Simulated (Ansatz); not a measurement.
Geometry optimisation, Ansatz, RKS PBE-D4/def2-SVP.

input.yaml

```yaml
crystal:
  periodic: [false, false, false]
  atoms:
    - { symbol: Ge, position_ang: [-1.51571, 0.296223, -1.245267] }
    - { symbol: H, position_ang: [1.288383, 0.096155, -1.099062] }
    - { symbol: H, position_ang: [-0.96668, -1.036375, -1.828872] }
    - { symbol: H, position_ang: [-3.047671, 0.381356, -1.514654] }
    - { symbol: H, position_ang: [-0.783563, 1.529339, -1.80935] }
    - { symbol: H, position_ang: [0.753493, -0.052532, 1.539889] }
    - { symbol: O, position_ang: [-1.247837, 0.39423, 0.574116] }
    - { symbol: H, position_ang: [1.428266, -0.014409, -0.413531] }
    - { symbol: "N", position_ang: [1.662803, -0.391993, 1.871537] }
    - { symbol: H, position_ang: [-1.795976, -0.27736, 1.021984] }
    - { symbol: H, position_ang: [1.871694, -1.235005, 1.32344] }
    - { symbol: H, position_ang: [2.352997, 0.310372, 1.579571] }
basis:
  gaussian: { orbitals: def2-SVP }
hamiltonian:
  xc: pbe
  dispersion: d4
relax:
  f_tol: 0.03
  max_steps: 50
output:
  orbitals: {}
```

Command:

```bash
$ ansatz run input.yaml --threads 2 --pin off --max-ram 3072MiB --backend cpu --events-out ev --progress --plain --runs-dir out
```

Task: Where does it end, and by what steps?

Result: The forces met the threshold. The force dipped under the threshold on the way, but the program's further checks kept it going. After 12 steps the energy has fallen by 0.169 eV; H2 moved furthest, 0.77 Å.

```
step  energy less start (eV)  largest force component (eV/Å)  accepted
   0                  0.0000                           2.564       yes
   1                 -0.1217                           0.251       yes
   2                 -0.1496                           0.163       yes
   3                 -0.1604                           0.184       yes
   4                 -0.1658                           0.081       yes
   5                 -0.1667                           0.050       yes
   6                 -0.1675                           0.054       yes
   7                 -0.1678                           0.023       yes
   8                 -0.1681                           0.026       yes
   9                 -0.1683                           0.040       yes
  10                 -0.1685                           0.042       yes
  11                 -0.1686                           0.027       yes
  12                 -0.1688                           0.023       yes
```

```xyz
12
Properties=species:S:1:pos:R:3
Ge -1.657 0.241 -1.187
H 1.985 0.300 -1.348
H -1.244 -1.166 -1.709
H -3.194 0.432 -1.331
H -0.878 1.365 -1.905
H 0.626 -0.106 1.377
O -1.191 0.436 0.557
H 1.874 0.139 -0.601
N 1.443 -0.494 1.878
H -1.733 -0.136 1.134
H 1.806 -1.251 1.282
H 2.164 0.240 1.851
```

The run took 14 s on 2 threads of Intel(R) Xeon(R) 6975P-C (Granite Rapids), with other jobs on the host, peak memory 0.15 GiB.
